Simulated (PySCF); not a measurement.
**Complete the spectrum of C4H12BN**

Compound: C₄H₁₂BN.
Bonds: C1–C2, C2–N3, N3–B4, B4–C5, B4–C6. Hydrogens: H7, H8, H9 on C1; H10, H11 on C2; H12 on N3; H13, H14, H15 on C5; H16, H17, H18 on C6.

Theory: TDDFT PBE0/def2-SVPD, vertical, gas phase, core orbitals frozen in the response in PySCF. Geometry: PBE0-D3(BJ)/def2-SVP, one conformer, isolated molecule. Torsions of this conformer, `[CH3:1][CH2:2][NH:3][B:4]([CH3:5])[CH3:6]`: C1–C2–N3–B4 -116°, C2–N3–B4–C5 179°.

Orbital energies (eV): HOMO-3 -9.77, HOMO-2 -9.40, HOMO-1 -8.35, HOMO -7.35, LUMO 0.40, LUMO+1 1.03, LUMO+2 1.32.

Lowest singlets, with some entries withheld (?).

| state | ν̃ (cm⁻¹) | f | main configurations (H = HOMO, L = LUMO) |
| --- | --- | --- | --- |
| S1 | 52990 | 0.014 | H→L (96%) |
| S2 | 59650 | 0.204 | H→L+1 (93%) |
| S3 | 60790 | 0.0044 | H→L+3 (85%) |
| S4 | 61580 | 0.021 | H-1→L (60%), H-1→L+1 (21%), H-1→L+2 (17%) |
| S5 | 62170 | 0.030 | H-1→L+1 (47%), H-1→L (36%), H-1→L+2 (9%) |
| S6 | ? | 0.110 | H→L+2 (73%), H→L+4 (10%) |
| S7 | ? | 0.036 | H→L+4 (86%), H→L+2 (11%) |
| S8 | ? | 0.0080 | H→L+5 (82%), H→L+6 (10%) |
| S9 | ? | 0.0069 | H-1→L+3 (44%), H-2→L (27%), H-1→L+2 (17%) |
| S10 | ? | 0.012 | H-1→L+2 (52%), H-1→L+3 (19%), H-1→L+1 (16%) |

(1) Fill in the withheld entries.

(2) How far apart are S3 and S5, in eV and cm⁻¹?

(3) What is the mean static polarisability from the same response equations?

(4) What is the vertical ionisation energy by ΔSCF at this level?

## Answers

(1) 
- S6: ν̃ = 62790 cm⁻¹
- S7: ν̃ = 64130 cm⁻¹
- S8: ν̃ = 69140 cm⁻¹
- S9: ν̃ = 69590 cm⁻¹
- S10: ν̃ = 69850 cm⁻¹

(2) 7.708 − 7.537 = 0.171 eV, or about 1380 cm⁻¹.

(3) 74.8 au (11.08 Å³), with principal values 62.5, 72.6 and 89.3 au.

(4) 9.29 eV; −ε(HOMO) is 7.35 eV.
